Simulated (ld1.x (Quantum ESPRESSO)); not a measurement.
## gallium: excitation energies, all-electron against RRKJ

| Property | Result |
| --- | --- |
| Element | gallium |
| Generator | ld1.x (Quantum ESPRESSO) 7.5 |
| Type | norm-conserving RRKJ (Kleinman–Bylander form) |
| Functional | PBEsol |
| Relativity | non-relativistic |
| Frozen core | [Ne] 3s2 |
| Valence charge | 19 |
| Reference configuration | 3p6 3d10 4s2 4p1 |
| Partial waves | 4s (bound): rc 1.80 bohr; 3p (bound): rc 0.60 bohr; 3d (bound): rc 1.10 bohr |
| Local potential | the d channel |
| Core correction | none |
| rho0 | 0.01 |

Occupied shells without a wave of their own: 4p. They enter only through the test configuration that unscreens the potential.

Energies are relative to the spin-unpolarised reference configuration 3p6 3d10 4s2 4p1; without spin polarisation the order of configurations can differ from experiment. The frozen-core shift is the all-electron ΔE with the core orbitals held at their reference shape minus the fully relaxed ΔE.

```json
{"valence configuration": "3p6 3d10 4s2 4p0", "charge": "+1", "ΔE all-electron (eV)": "5.716", "error AE − PS (meV)": "+213", "frozen-core shift (meV)": "0.0"}
{"valence configuration": "3p6 3d10 4s1 4p0", "charge": "+2", "ΔE all-electron (eV)": "26.483", "error AE − PS (meV)": "+334", "frozen-core shift (meV)": "+0.3"}
{"valence configuration": "3p6 3d10 4s0 4p0", "charge": "+3", "ΔE all-electron (eV)": "57.075", "error AE − PS (meV)": "+446", "frozen-core shift (meV)": "+1.2"}
{"valence configuration": "3p6 3d10 4s1 4p2", "charge": "0", "ΔE all-electron (eV)": "6.258", "error AE − PS (meV)": "-161", "frozen-core shift (meV)": "0.0"}
{"valence configuration": "3p6 3d10 4s0 4p3", "charge": "0", "ΔE all-electron (eV)": "12.776", "error AE − PS (meV)": "-373", "frozen-core shift (meV)": "+0.1"}
{"valence configuration": "3p6 3d10 4s2 4p1.3", "charge": "-0.3", "ΔE all-electron (eV)": "-0.542", "error AE − PS (meV)": "-33", "frozen-core shift (meV)": "0.0"}
{"valence configuration": "3p6 3d9 4s2 4p2", "charge": "0", "ΔE all-electron (eV)": "20.984", "error AE − PS (meV)": "-288", "frozen-core shift (meV)": "+34"}
```

ld1.x printed “convergence not achieved” for 5 of the counted tests; their residual had stalled under 1e-8, short of the target of 1e-14. The 4p level has no wave, so the channel is fitted at the deeper level alone: the likely source of the large errors.

Note: ghost state, extra bound levels that the all-electron valence spectrum of the same l lacks: s at -417.8 eV. A true bound ghost makes a file unfit for plane-wave use.
